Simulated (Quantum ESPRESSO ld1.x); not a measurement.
Results of a calculation; reference values are marked as such.
Problem. These are the eigenvalues of the occupied orbitals of an atom or ion with whole-number occupations (eV). Level of theory: Dirac Kohn-Sham, revPBE, spin-unpolarised, spherical densities, point nucleus (ld1.x of Quantum ESPRESSO 7.5).

1s1/2: -44982.2
2s1/2: -7309.78
2p1/2: -6921.22
2p3/2: -6361.00
3s1/2: -1593.72
3p1/2: -1427.33
3p3/2: -1314.67
3d3/2: -1025.96
3d5/2: -1001.55
4s1/2: -316.727
4p1/2: -253.452
4p3/2: -228.895
4d3/2: -124.936
4d5/2: -120.573
5s1/2: -41.7367
5p1/2: -24.8964
5p3/2: -21.6408
6s1/2: -3.4918
4f5/2: -2.2202

Which element is it, and in what charge state? The configuration may be excited. Open shells, if any, fill j = l - 1/2 first.

Solution. Z = 61, promethium, charge 0: Pm in [Xe] 4f5 6s2. The list shows which subshells hold electrons but not how many an open one holds; the 1s level, -1653.1 hartree, gives Z - s = 57.5 by -(Z - s)^2/2, which with screening and relativity narrows Z to a few neighbours, and the depths of the outer levels then fix element, charge and occupations together.
